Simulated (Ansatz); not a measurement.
```yaml
crystal:
  periodic: [false, false, false]
  atoms:
    - {symbol: Si, position_ang: [-0.302849, 1.543860, -0.801657]}
    - {symbol: O, position_ang: [-0.064933, 0.179050, 0.141232]}
    - {symbol: Si, position_ang: [0.577924, -0.048969, 1.672170]}
    - {symbol: Ga, position_ang: [-0.323446, -1.703183, -0.977162]}
    - {symbol: H, position_ang: [-1.539373, 1.333407, -1.582072]}
    - {symbol: H, position_ang: [-0.446619, 2.692526, 0.127043]}
    - {symbol: H, position_ang: [0.869809, 1.741844, -1.681758]}
    - {symbol: H, position_ang: [-0.188198, -1.132437, 2.321330]}
    - {symbol: H, position_ang: [0.412556, 1.232213, 2.403244]}
    - {symbol: H, position_ang: [2.012765, -0.389390, 1.555794]}
    - {symbol: H, position_ang: [-1.840039, -1.961141, -0.655681]}
    - {symbol: H, position_ang: [0.781064, -2.464703, -0.145795]}
    - {symbol: H, position_ang: [0.071941, -1.057774, -2.361888]}
basis:
  gaussian: {orbitals: ANO-RCC-VTZP}
total_charge: -1
magnetization: {spin_polarized: true, initial_magnetization: 2}
hamiltonian: {xc: {name: B2GP-PLYP}}
scf: {lower_state_search: light}
output: {forces: true}
```

```sh
$ ansatz run in.yaml --threads 4 --pin off --events-out ev --progress --plain --max-ram 10444MiB
```

Shortened log:

```
Error: a molecule whose nuclei and cores have a total charge of 76 cannot have a net charge of -1 together with 2 unpaired electrons
```

In this input the number of unpaired electrons doesn't fit the electron count. The input was rejected before any iteration.
